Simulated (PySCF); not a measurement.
NbSeCl3 (singlet state).
Structure used (PBE0-D3(BJ)/def2-SVP), in Å, numbered top down from 1:
```
atom  x, y, z in Å
Nb1    0.001    0.010   -0.023
Se2   -0.017   -0.237    2.215
Cl3    2.157    0.072   -0.726
Cl4   -1.105    1.930   -0.506
Cl5   -1.036   -1.774   -0.959
```

Method: PySCF, TDDFT PBE0/def2-SVPD, vertical, gas phase, core orbitals frozen in the response, def2 core potentials past Kr. Spin–orbit coupling is left out.

Transition dipole moments from the ground state, in atomic units and in the frame of the coordinates above (overall signs are arbitrary), for the states with f of 0.002 or more among the lowest 10:

```
state  E (eV)     μx      μy      μz
   S2   3.167  0.103  -0.165  -0.006
   S3   3.171  0.169   0.110   0.007
   S4   3.386  0.003   0.026  -0.402
  S10   4.398  0.134  -0.181   0.008
```

Task: Work out the oscillator strengths.

Result: f = (2/3) ΔE |μ|² with ΔE in hartree (27.2114 eV).

```tsv
state	|μ|² (au)	|μ| (D)	f
S2	0.038	0.49	0.003
S3	0.041	0.51	0.003
S4	0.162	1.02	0.013
S10	0.051	0.57	0.005
```

Task: Which bond between heavy atoms lies closest to the direction of the S4 transition dipole?

Result: Nb1–Se2, at 3° from it; next Nb1–Cl5 at 69°.

Task: How is the summed strength of these states shared among x, y and z?

Result: (2/3) Σ ΔE μα² gives 0.005 for x, 0.007 for y and 0.013 for z, 0.025 in all.

Task: What peak molar absorption coefficient would the strongest computed level give as a lone Gaussian band 0.5 eV wide at half height?

Result: ε(max) = 2.175×10⁸ f / FWHM, with the width in cm⁻¹. S4: 2.175×10⁸ × 0.0134 / 4033 ≈ 720 L mol⁻¹ cm⁻¹.
